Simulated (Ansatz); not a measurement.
Ansatz results at the PBE0-D4/def2-TZVP geometry: HOMO energy (PBE/def2-TZVPP) -6.82 eV; HOMO energy (ωB97M-V/def2-TZVPP) -10.25 eV; LUMO energy (PBE/def2-TZVPP) -2.20 eV.

Problem. Which molecule gave them?
A. `[NH2][Ga]([F])[F]`
B. `C=[CH][GaH2]`
C. `[OH][Ga]([Cl])[Cl]`
D. `[CH3][GaH2]`

Solution. D. The others give `C=[CH][GaH2]`: -6.79, -10.24, -2.59; `[NH2][Ga]([F])[F]`: -6.86, -10.74, -2.12; `[OH][Ga]([Cl])[Cl]`: -7.90, -11.68, -2.51.
